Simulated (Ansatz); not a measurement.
`N[SiH]([AlH2])[SiH3]` + CH₃SH → `C[S][AlH2]` + `N[SiH2][SiH3]`  (cleavage of the Al–Si bond)

Program: Ansatz. Geometries: PBE0-D4/def2-TZVP. ΔE: electronic, gas phase. CBS: MP2 limit from def2 TZ/QZ plus the TZ coupled-cluster correction, frozen cores. This one scheme is used for every species. DFT in def2-TZVPP. Each species was taken in one conformer, which may not be the lowest.

Q: Is it downhill or uphill in electronic energy at CCSD(T)/CBS, and by how much? (Best estimate.)

A: Computed: Downhill: ΔE = -120.4 kJ/mol.

Q: What do these levels give: PBE-D4, r2SCAN-D4, ωB97X-V, ωB97M-V, PBE, r2SCAN, HF/def2-TZVPP, SCS-MP2/def2-TZVPP, CCSD(T)/def2-TZVPP, HF/def2-QZVPP, MP2/def2-QZVPP, CCSD/CBS(def2)? (Best estimate.)

A: Computed: PBE-D4 -106.6, r2SCAN-D4 -119.2, ωB97X-V -118.6, ωB97M-V -124.2, PBE -107.3, r2SCAN -119.6, HF/def2-TZVPP -129.2, SCS-MP2/def2-TZVPP -126.3, CCSD(T)/def2-TZVPP -118.4, HF/def2-QZVPP -129.0, MP2/def2-QZVPP -129.2, CCSD/CBS(def2) -120.8 kJ/mol.

Largest T1 diagnostic among the species: 0.013.

From PBE to PBE0 (25 % exact exchange), in def2-TZVPP and without D4, ΔE moves by −4.2 kJ/mol.
